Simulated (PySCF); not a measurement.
How methods differ on the fine-structure interval of Ce³⁹⁺

Ce³⁹⁺ [Ar] 3d1 [3d3/2^1, M_J = 3/2] → Ce³⁹⁺ [Ar] 3d1 [3d5/2^1, M_J = 5/2], as a difference of total energies. Computed with PySCF 2.14 in an even-tempered Gaussian basis (16 s from 8.1 bohr⁻², ratio 2.8; 12 p from 11 bohr⁻², ratio 2.8; 8 d from 11 bohr⁻², ratio 2.8; 3 f from 32 bohr⁻², ratio 3), with the two-component X2C-1e Hamiltonian. Correlated levels: [Ne] frozen; the 74 highest virtual spinors dropped. "Screened" scales the spin-orbit matrix elements by Boettger's factors to mimic the two-electron term; Breit and QED terms are absent.

```tsv
method	fine-structure interval (cm⁻¹)
GHF (screened spin-orbit)	195040
GMP2 (screened spin-orbit)	195150
GHF (bare spin-orbit)	235890
```
